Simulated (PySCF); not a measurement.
C₄H₆F₂, SMILES F[C@H]1C[C@@H](F)C1. The structure is a stationary point at PBE0-D3(BJ)/def2-SVP. The structure was generated by enumeration; whether it is a known compound was not checked.

Computed equilibrium geometry at PBE0-D3(BJ)/def2-SVP (PySCF confirms it by a frequency run) as bond lengths and angles, and its point group:
point group C2v.
Atoms: F1 C2 C3 C4 F5 C6 H7 H8 H9 H10 H11 H12. Bond lengths (Å): F1–C2 1.365, C2–C3 1.531, C2–C6 1.531, C2–H7 1.103, C3–C4 1.531, C3–H8 1.099, C3–H9 1.100, C4–F5 1.365, C4–C6 1.531, C4–H10 1.103, C6–H11 1.100, C6–H12 1.099. Angles (°): F1–C2–C3 116.5, F1–C2–C6 116.5, F1–C2–H7 108.0, C3–C2–C6 89.4, C3–C2–H7 112.9, C6–C2–H7 112.9, C2–C3–C4 87.3, C2–C3–H8 119.7, C2–C3–H9 109.0, C4–C3–H8 119.7, C4–C3–H9 109.0, H8–C3–H9 110.0, C3–C4–F5 116.5, C3–C4–C6 89.4, C3–C4–H10 112.9, F5–C4–C6 116.5, F5–C4–H10 108.0, C6–C4–H10 112.9, C2–C6–C4 87.3, C2–C6–H11 109.0, C2–C6–H12 119.7, C4–C6–H11 109.0, C4–C6–H12 119.7, H11–C6–H12 110.0.
Charge 0, spin multiplicity 1.
